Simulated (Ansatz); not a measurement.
`CC[Se]BF` and `B[Se]CC` differ in one atom or group.

Ansatz, PBE0-D4/def2-TZVP geometries, multiplicity 1. Each molecule was computed in one conformer, which needn't be the lowest.

Scalar relativity is left out up to krypton.

```tsv
property	`CC[Se]BF`
size of the dipole moment (B3LYP/def2-TZVPP) / D	1.41
HOMO energy (B3LYP/def2-TZVPP) / eV	-7.00
LUMO energy (PBE0/def2-TZVPP) / eV	-0.60
size of the dipole moment (PBE/def2-TZVPP) / D	1.52
HOMO–LUMO gap (ωB97M-V/def2-TZVPP) / eV	10.69
HOMO energy (PBE0/def2-TZVPP) / eV	-7.23
```

Problem. What does the change do to each property? (Best estimate.)

Solution. The calculation gave: 
```
                                        property  `B[Se]CC`  shift
size of the dipole moment (B3LYP/def2-TZVPP) / D       1.77   0.36
             HOMO energy (B3LYP/def2-TZVPP) / eV      -7.14  -0.14
              LUMO energy (PBE0/def2-TZVPP) / eV      -1.24  -0.64
  size of the dipole moment (PBE/def2-TZVPP) / D       1.87   0.35
         HOMO–LUMO gap (ωB97M-V/def2-TZVPP) / eV      10.16  -0.53
              HOMO energy (PBE0/def2-TZVPP) / eV      -7.37  -0.14
```

With PBE0 the HOMO falls by 0.14 eV and the LUMO falls by 0.64 eV, so the gap narrows by about 0.50 eV. PBE moves the HOMO by -0.21 eV and ωB97M-V by -0.14 eV. Dipoles are sizes alone; their direction can turn.

B3LYP here is the variant with VWN-RPA as its local correlation; programs differ in this.

Spin–orbit coupling is left out; it splits and shifts lone-pair levels of the heavy atoms by tenths of an eV.
